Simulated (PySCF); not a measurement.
Working out the ionisation energy of Co²⁺

Co²⁺ [Ar] 3d7 (4F) → Co³⁺ [Ar] 3d6 (5D). All numbers are calculated (PySCF 2.14, no relativity, point nucleus, in cc-pVTZ (7s6p4d2f1g, 68 functions)). Frozen: [Ar]. Energies in hartree (1 hartree = 27.21139 eV):

```
             part  Co²⁺ (lower)  Co³⁺ (upper)
              UHF  -1380.609815  -1379.454134
MP2 opposite-spin     -0.104652     -0.049209
    MP2 same-spin     -0.078984     -0.067732
```

Problem. What does Hartree-Fock give?

Solution. (-1379.454134) − (-1380.609815) = 1.155681 hartree = 31.448 eV.

Problem. What do MP2 and SCS-MP2 (6/5 opposite-spin, 1/3 same-spin) give?

Solution. The opposite-spin parts differ by 1.509 eV and the same-spin parts by 0.306 eV. MP2: 31.448 + (1.509) + (0.306) = 33.263 eV. SCS-MP2: 31.448 + 1.2 × (1.509) + (0.306)/3 = 33.361 eV.

Reference: 33.5 ± 0.06 eV (semi-empirical (NIST evaluation); NIST Atomic Spectra Database, ionization energies), between the lowest levels; spin-orbit coupling is absent from the calculation.

The calculation is non-relativistic.

What remains against the reference includes basis incompleteness, the frozen core and correlation beyond second order.
